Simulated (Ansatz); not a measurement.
Program: Ansatz. Geometries: PBE0-D4/def2-TZVP. ΔE: electronic, gas phase. CCSD(T)/CBS is the MP2 limit (def2-TZVPP, def2-QZVPP) plus CCSD(T) − MP2 in def2-TZVPP, frozen cores. Functionals use def2-TZVPP. B3LYP here is the variant with VWN-RPA as its local correlation; programs differ in this. Each species was taken in one conformer, which may not be the lowest.

`C[SiH2]OCF` + `[SiH3]C[SiH2]Cl` → `C[SiH2]C[SiH3]` + `FCO[SiH2]Cl`  (redistribution)

```tsv
level	ΔE (kJ/mol)
B2PLYP	2.3
PBE	2.8
r2SCAN	1.6
PBE0	2.5
B3LYP	3.4
CCSD/def2-TZVPP	0.9
CCSD(T)/def2-TZVPP	0.5
SCS-MP2/def2-QZVPP	0.9
```

(1) What does CCSD(T)/CBS give? (Best estimate.)

Largest T1 diagnostic among the species: 0.011.

Results:

(1) The calculation gave: +0.6 kJ/mol. The listed levels differ from it by 1.7, 2.2, 1.0, 1.9, 2.8, 0.3, -0.1, 0.3 kJ/mol.

CCSD(T)/CBS has its own doubt, a few kJ/mol and more with outer-core shells, so smaller differences from it don't rank the levels.
